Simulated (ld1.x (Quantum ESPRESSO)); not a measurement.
Configuration tests for iodine (I) (PAW)

| Quantity | Value |
| --- | --- |
| Element | I |
| Generator | ld1.x (Quantum ESPRESSO) 7.5 |
| Type | PAW |
| Functional | LDA (PZ) |
| Relativity | scalar-relativistic |
| Frozen core | [Kr] |
| Valence charge | 17 |
| Reference configuration | 4d10 5s2 5p5 |
| Partial waves | 5s (bound): rcut 1.30, rcutus 1.80 bohr; 5s channel at 1.45 Ry: rcut 1.30, rcutus 1.80 bohr; 5p (bound): rcut 1.75, rcutus 1.95 bohr; 5p channel at 2.3 Ry: rcut 1.75, rcutus 1.95 bohr; 4d (bound): rcut 1.20, rcutus 1.45 bohr; 4d channel at -1.15 Ry: rcut 1.20, rcutus 1.45 bohr |
| Local potential | all-electron potential smoothed inside 1.75 bohr (lloc = -1) |
| Core correction | Bessel-smoothed model core inside 0.95 bohr |
| Augmentation charge | PSQ, radius 1.20 bohr |

Energies are relative to the spin-unpolarised reference configuration 4d10 5s2 5p5; without spin polarisation the order of configurations can differ from experiment. Spin-polarised rows fill each open shell by Hund’s rule, majority spin first.

```json
{"valence configuration": "4d10 5s2 5p4", "charge": "+1", "ΔE all-electron (eV)": "11.305", "error AE − PS (meV)": "-3.2"}
{"valence configuration": "4d10 5s2 5p3", "charge": "+2", "ΔE all-electron (eV)": "31.369", "error AE − PS (meV)": "-9.1"}
{"valence configuration": "4d10 5s2 5p2", "charge": "+3", "ΔE all-electron (eV)": "60.983", "error AE − PS (meV)": "-20"}
{"valence configuration": "4d10 5s2 5p1", "charge": "+4", "ΔE all-electron (eV)": "100.785", "error AE − PS (meV)": "-39"}
{"valence configuration": "4d9 5s2 5p6", "charge": "0", "ΔE all-electron (eV)": "45.775", "error AE − PS (meV)": "-131"}
{"valence configuration": "4d10 5s2 5p4.5", "charge": "+0.5", "ΔE all-electron (eV)": "4.615", "error AE − PS (meV)": "-1.3"}
{"valence configuration": "4d10 5s2 5p5 (spin-polarised)", "charge": "0", "ΔE all-electron (eV)": "-0.121", "error AE − PS (meV)": "0.0"}
```

Question: What are ΔE and the potential's error for 4d9 5s2 5p5?

Answer: ΔE = 58.313 eV all-electron; the error (AE − PS) is -143 meV.

Question: What are ΔE and the potential's error for 4d10 5s2 5p4 (spin-polarised)?

Answer: ΔE = 10.743 eV all-electron; the error (AE − PS) is -3.4 meV.

Levels in the configuration 4d10 5s2 5p4:

```json
{"level": "4d", "all-electron (eV)": "-59.877", "pseudo (eV)": "-59.881"}
{"level": "5s", "all-electron (eV)": "-26.523", "pseudo (eV)": "-26.523"}
{"level": "5p", "all-electron (eV)": "-15.541", "pseudo (eV)": "-15.541"}
```
